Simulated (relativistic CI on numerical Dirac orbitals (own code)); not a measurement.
## Cl II: sensitivity of the levels to the model

Base calculation: Dirac-Coulomb-Breit CI, orbitals from a KLI potential per configuration, model QED, valence Slater integrals scaled by 0.85, P86 correlation energy added to each configuration.

CI space (outside the closed core [Ne]): 3s²3p⁴, 3s3p⁵, 3s²3p³4s, 3s²3p³3d, 3s²3p³4p, 3s²3p³5s, 3s²3p³4d, 3p⁶, 3s3p⁴3d, 3s²3p³5p, 3s²3p³4f, 3s²3p³6s, 3s²3p³5d, 3s²3p³6p, 3s²3p³5f, 3s²3p³5g, 3s²3p³6d, 3s²3p²4s4p, 3s²3p²3d4p, 3s3p⁴4s, 3s²3p²3d², 3s²3p3d²4s, 3s²3p3d³, 3s²3p3d²4p, 3s²3p3d²5s, 3s²3p3d²4d, 3s²3p²4s², 3s²3p3d4s², 3s²3p4s²4p, 3s²3p4s²5s, 3s²3p4s²4d, 3s²3p²3d4s, 3s²3p3d4s4p, 3s²3p3d4s5s, 3s²3p3d4s4d, 3p⁴3d², 3p³3d²4s, 3p³3d³, 3p³3d²4p, 3p³3d²5s, 3p³3d²4d, 3s²3p²4p², 3s²3p4s4p², 3s²3p3d4p², 3s²3p4p³, 3s²3p4p²5s, 3s²3p4p²4d. Double excitations out of closed p, d and f shells are left out; levels of such configurations are missing from the list, as are those of other unlisted configurations, and high levels can miss mixing partners. These lack a partner that the ground configuration has and come out too high: 3s3p⁴3d, 3s²3p³5p, 3s²3p³4f, 3s²3p³6s, 3s²3p³5d.

Variants: (1) Slater integrals left unscaled; (2) no correlation estimate; (3) non-relativistic limit; (4) one mean potential for all configurations. Shifts of the energy above 3s²3p⁴ ³P2, in cm⁻¹, for the lowest level and the first level of each name with at least 55 % of one term (blank where a level changes its place among those of its configuration and J or its character, or is not in the variant):

| Level | Base | Δ(1) | Δ(2) | Δ(3) | Δ(4) | Measured |
| --- | --- | --- | --- | --- | --- | --- |
| 3s²3p⁴ ³P2 | 0.0 | 0.0 | 0.0 | 0.0 | 0.0 | 0.0 |
| 3s²3p⁴ ³P1 | 685.8 | -7.1 | -0.4 | -685.8 | -8.5 | 696.0 |
| 3s²3p⁴ ³P0 | 980.8 | -4.5 | -0.6 | -980.8 | -11.4 | 996.5 |
| 3s²3p⁴ ¹D2 | 11943.1 | +1891.6 | -1.1 | -369.5 | +78.3 | 11653.6 |
| 3s²3p⁴ ¹S0 | 25990.6 | +3189.9 | -22.3 | -424.2 | +194.0 | 27878.0 |
| 3s3p⁵ ³P°2 | 103702.9 | -3094.1 | -1289.0 | -1028.9 | -998.8 | 93367.6 |
| 3s3p⁵ ³P°1 | 104336.0 | -3090.6 | -1290.3 | -1662.0 | -1006.9 | 93999.9 |
| 3s3p⁵ ³P°0 | 104669.9 | -3090.3 | -1290.6 | -1995.9 | -1011.3 | 94333.8 |
| 3s²3p³4s ⁵S°2 | 113458.7 | -815.7 | -4834.6 | +58.7 | +2532.3 | 107879.7 |
| 3s²3p³3d ⁵D°4 | 117750.1 | -1453.0 | -2825.7 | -387.1 | -468.6 | 110296.8 |
| 3s²3p³3d ⁵D°3 | 117757.3 | -1454.3 | -2825.6 | -394.3 | -469.5 | 110297.7 |
| 3s²3p³3d ⁵D°2 | 117764.7 | -1455.5 | -2825.3 | -401.7 | -470.1 | 110300.6 |
| 3s²3p³3d ⁵D°1 | 117770.4 | -1456.3 | -2824.9 | -407.4 | -470.5 | 110303.1 |
| 3s²3p³3d ⁵D°0 | 117773.4 | -1456.6 | -2824.7 | -410.4 | -470.7 | 110304.5 |

For a near-neutral ion this model can misplace configurations by up to about 10,000 cm⁻¹ (more where the count of f electrons changes) and terms by 10 to 25 % of their spread. Rates follow the energies as ν³ (E1, M1) or ν⁵ (E2), so they and the lifetimes can be off by large factors. The fine structure of a lone outer electron comes out too small, for d and f at times inverted, and misplaced configurations move strength between like terms. 73 of the 74 excited levels that our extract of the measured tables holds in this range could be paired (the sources list more); they are missed by 6773 cm⁻¹ on average and 12192 at most, and levels without a partner can miss by more.

Measured levels: NIST Handbook of Basic Atomic Spectroscopic Data (Sansonetti and Martin, J. Phys. Chem. Ref. Data 34, 1559 (2005)).

Ionisation energy from the two ground configurations alone: base 23.84 eV; Slater integrals left unscaled 23.56 eV; no correlation estimate 22.71 eV. The NIST ASD value (measured) is 23.8136 eV.
